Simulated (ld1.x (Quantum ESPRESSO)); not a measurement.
## PBE RRKJ dataset for Al, non-relativistic all-electron reference.

- Element: aluminium (Al)
- Generator: ld1.x (Quantum ESPRESSO) 7.5
- Type: norm-conserving RRKJ (Kleinman–Bylander form)
- Functional: PBE
- Relativity: non-relativistic
- Frozen core: [Ne]
- Valence charge: 3
- Reference configuration: 3s1.5 3p1.5
- Partial waves: 3p (bound): rc 2.05 bohr; 3d channel at 0.3 Ry: rc 2.10 bohr; 3s (bound): rc 1.70 bohr
- Local potential: the s channel
- Core correction: a·sin(br)/r model core, default radius (core density twice the valence density)

Poles of the logarithmic derivatives, all-electron (AE) and pseudo (PS). s: poles at 1.6 (AE) and 1.5 (PS) Ry. p: poles at 2.4 (AE) and 2.1 (PS) Ry. d: poles at 3.0 (AE) and 3.1 (PS) Ry. Test radius 2.29 bohr.

- Cutoffs needed: 10 Ry and 30 Ry (the cutoffs (Ry, on a coarse ladder) from which the occupation-weighted sum of valence levels, in a spherical-Bessel basis at the reference potential, stays within 10 and 1 mRy of its value at 400 Ry)
- Ghost test: no extra level below or beside the all-electron valence levels (p, d, s, f tested) (spherical-Bessel basis up to 400 Ry, 20 bohr box)
- Largest excitation error: +22 meV (all-electron minus pseudo) for 3s1 3p0, out of 7 test configurations
